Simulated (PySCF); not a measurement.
Te: excitation energy

Te [Kr] 4d10 5s2 5p4 (3P) → Te [Kr] 4d10 5s1 5p4 5d1 (high-spin determinant), as a difference of total energies. Calculation: PySCF 2.14, in dyall-av2z; the non-relativistic Hamiltonian (point nucleus). Correlated levels: valence: [Kr] 4d10 frozen; virtual orbitals above 40 to 60 times the deepest correlated orbital energy dropped. The calculations carry no spin-orbit coupling.

```tsv
method	excitation energy (cm⁻¹)
UHF	116370
LDA	125430
PBE	122130
PBE0	122320
r2SCAN	121140
r2SCANh	121340
B97-3	124110
LC-wPBE	124660
MP2 (valence)	119600
SCS-MP2 (valence)	119720
```

The upper state lies above the first ionisation limit, where it may autoionise and the basis confines it.

The promoted electron is Rydberg-like, and one or two diffuse shells describe it only roughly, which tends to raise the upper state.

In the upper state the promoted electron has a positive orbital energy at LDA, PBE, r2SCAN, r2SCANh, so the basis confines it.

The determinant of the upper state mixes LS terms, which raises its energy above the lowest term, most at the Hartree-Fock and MP2 levels.
